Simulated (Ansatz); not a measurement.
Nudged elastic band run: F2GeH2

input.yaml

```yaml
crystal:
  periodic: [false, false, false]
  atoms:
    - { symbol: Ge, position_ang: [0.331563, 0.0, 0.234673] }
    - { symbol: H, position_ang: [0.182969, 0.0, 1.756261] }
    - { symbol: H, position_ang: [1.716947, 0.0, -0.411851] }
    - { symbol: F, position_ang: [-0.539089, 1.38947, -0.381392] }
    - { symbol: F, position_ang: [-0.539089, -1.38947, -0.381392] }
basis:
  gaussian: { orbitals: def2-SVPD }
hamiltonian:
  xc: b3lyp
neb:
  order_check: false
  images: 3
  f_tol: 0.03
  max_iterations: 60
  climbing: false
  final_atoms:
    - { symbol: Ge, position_ang: [-0.16652709, 0.03064115, -1.17134602] }
    - { symbol: H, position_ang: [1.31018776, 0.06710744, 1.49938515] }
    - { symbol: H, position_ang: [1.96951466, -0.05914815, 1.14161989] }
    - { symbol: F, position_ang: [-1.00091894, 1.31400732, -0.26761759] }
    - { symbol: F, position_ang: [-0.95895538, -1.35260776, -0.38574244] }
  initial_path:
    images:
      - { positions_ang: [[0.331563, 0.0, 0.234673], [0.182969, 0.0, 1.756261], [1.716947, 0.0, -0.411851], [-0.539089, 1.38947, -0.381392], [-0.539089, -1.38947, -0.381392]] }
      - { positions_ang: [[0.16579938, 0.0, 0.11731129], [0.62950213, 0.0, 1.56812246], [1.6882309, 0.0, 0.07187999], [-0.6651157, 1.380185, -0.47050737], [-0.6651157, -1.380185, -0.47050737]] }
      - { positions_ang: [[3.576e-05, 0.0, -5.043e-05], [1.07603525, 0.0, 1.37998393], [1.65951479, 0.0, 0.55561097], [-0.7911424, 1.3709, -0.55962274], [-0.7911424, -1.3709, -0.55962274]] }
      - { positions_ang: [[-0.08324567, 0.01532057, -0.58569822], [1.19311151, 0.03355372, 1.43968454], [1.81451472, -0.02957407, 0.84861543], [-0.89603067, 1.34245366, -0.41362016], [-0.87504889, -1.36175388, -0.47268259]] }
      - { positions_ang: [[-0.16652709, 0.03064115, -1.17134602], [1.31018776, 0.06710744, 1.49938515], [1.96951466, -0.05914815, 1.14161989], [-1.00091894, 1.31400732, -0.26761759], [-0.95895538, -1.35260776, -0.38574244]] }
```

Launched with:

```bash
$ ansatz run input.yaml --threads 2 --pin off --max-ram 3072MiB --backend cpu --events-out ev --progress --plain --runs-dir out
```

Output, in part (warnings, iteration lines, the closing report on the highest movable image, with atoms numbered from 0):

```
NEB end point (image 0): max|allowed force component| = 5.939e-4 eV/Å (the criterion of neb.relax_end_points is 1.000e-2)
NEB end point (image 4): max|allowed force component| = 2.320e-2 eV/Å (the criterion of neb.relax_end_points is 1.000e-2)
NEB iter   1: max|band force component| = 1.078e1 eV/Å  barrier→ = 5.7403 eV  barrier← = 5.4199 eV  Δτ_max = 0.1889 Å  (185 SCF iters)
NEB iter   2: max|band force component| = 4.821e0 eV/Å  barrier→ = 4.3462 eV  barrier← = 4.0258 eV  Δτ_max = 0.1869 Å  (104 SCF iters)
NEB iter   3: max|band force component| = 1.732e0 eV/Å  barrier→ = 3.5090 eV  barrier← = 3.1885 eV  Δτ_max = 0.1922 Å  (94 SCF iters)
NEB iter   4: max|band force component| = 2.536e0 eV/Å  barrier→ = 3.2182 eV  barrier← = 2.8977 eV  Δτ_max = 0.0979 Å  (88 SCF iters)
NEB iter   5: max|band force component| = 1.607e0 eV/Å  barrier→ = 3.1096 eV  barrier← = 2.7892 eV  Δτ_max = 0.0953 Å  (84 SCF iters)
NEB iter   6: max|band force component| = 1.501e0 eV/Å  barrier→ = 2.9922 eV  barrier← = 2.6718 eV  Δτ_max = 0.0505 Å  (89 SCF iters)
NEB iter   7: max|band force component| = 4.381e-1 eV/Å  barrier→ = 2.9003 eV  barrier← = 2.5799 eV  Δτ_max = 0.0400 Å  (86 SCF iters)
NEB iter   8: max|band force component| = 1.499e-1 eV/Å  barrier→ = 2.8106 eV  barrier← = 2.4902 eV  Δτ_max = 0.0079 Å  (82 SCF iters)
NEB iter   9: max|band force component| = 7.182e-2 eV/Å  barrier→ = 2.8210 eV  barrier← = 2.5005 eV  Δτ_max = 0.0048 Å  (80 SCF iters)
NEB iter  10: max|band force component| = 1.539e-2 eV/Å  barrier→ = 2.8247 eV  barrier← = 2.5043 eV  Δτ_max = 0.0000 Å  (164 SCF iters)
Total energy: -61973.86363627 eV, -2277.4974812396 hartree
Atom 0 at     0.305978     0.000104    -0.477590 Å, force    -0.197324    -0.003139    -3.041364 eV/Å
Atom 1 at     0.739942    -0.002109     1.385632 Å, force     1.547275     0.007752    -0.455196 eV/Å
Atom 2 at     1.521360     0.001141     0.500562 Å, force    -0.775244    -0.008499     2.584772 eV/Å
Atom 3 at    -0.706444     1.436494    -0.296686 Å, force    -0.289666    -0.141301     0.456939 eV/Å
Atom 4 at    -0.707535    -1.435629    -0.295618 Å, force    -0.285041     0.145188     0.454849 eV/Å
Dipole moment:     0.557992    -0.000232     0.111046 e Å
```

The forces met the threshold. Neighbouring images differ by up to 2.4 eV, so the band resolves the path poorly. No image climbed, so the highest image needn't sit at the top of the path. So few images can step over the top or miss a turn of the path. The orbitals stay closed-shell, which can raise the energy where a bond breaks towards radicals; this wasn't checked here.

Final band (atoms are numbered from 1 in the order of the input):

```tsv
image	path coordinate (Å)	energy (kJ/mol)	Ge1–H2 (Å)	Ge1–H3 (Å)	H2–H3 (Å)
0	0.00	0.0	1.53	1.53	2.66
1	0.72	129.2	1.54	1.49	1.88
2	1.45	272.5	1.91	1.56	1.18
3	2.17	38.7	2.51	2.36	0.77
4	2.90	30.9	3.05	3.15	0.76
```

Time of the run: 2 min on 2 threads of Intel(R) Xeon(R) Platinum 8259CL CPU @ 2.50GHz (Skylake/Cascade Lake), on a shared host, peak memory 0.23 GiB.
